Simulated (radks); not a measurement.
Neutral vanadium inside a hard spherical wall (all orbitals vanish at R), configuration held at [Ar] 3d3 4s2 and not refilled when levels cross. Method: scalar-relativistic Kohn-Sham, LDA (Slater exchange, Perdew-Wang correlation), spin-polarised, spherical densities, finite nucleus; open shells are filled with parallel spins first; Fermi nuclear charge, rms radius 3.6002 fm; computed with a radial shooting solver on a logarithmic mesh with Libxc functionals. Eigenvalues in eV for spin up, with the zero of energy where the potential of the charges vanishes at infinity; a dash marks a level that is unbound or too diffuse for the functional's potential to be trusted. A positive occupied level is held by the wall or, in an anion where self-interaction has pushed it up, behind a barrier. The pressure on the wall is -dE/dV.

| R (bohr) | E (hartree) | kinetic (hartree) | e(3s) | e(3p) | e(3d) | e(4s) | e(4p, empty) | e(5s, empty) | pressure (GPa) |
|---|---|---|---|---|---|---|---|---|---|
| free | -947.12176 | 955.385 | -70.720 | -44.838 | -6.177 | -5.128 | -1.659 | -0.069 | 0 |
| 20 | -947.12176 | 955.385 | -70.720 | -44.838 | -6.177 | -5.128 | -1.659 | 0.030 | < 0.0001 |
| 15 | -947.12176 | 955.386 | -70.720 | -44.838 | -6.176 | -5.128 | -1.656 | 0.272 | < 0.0001 |
| 10 | -947.12112 | 955.392 | -70.667 | -44.785 | -6.125 | -5.086 | -1.537 | 1.753 | 0.0168 |
| 6 | -947.07101 | 955.662 | -69.220 | -43.348 | -4.769 | -3.688 | 0.756 | 12.264 | 3.58 |
| 4 | -946.63212 | 957.278 | -64.004 | -38.240 | 0.194 | 3.879 | 10.883 | 45.713 | 87.5 |
| 3.5 | -946.19996 | 958.695 | -60.811 | -35.133 | 3.438 | 10.196 | 18.682 | 68.416 | 232 |
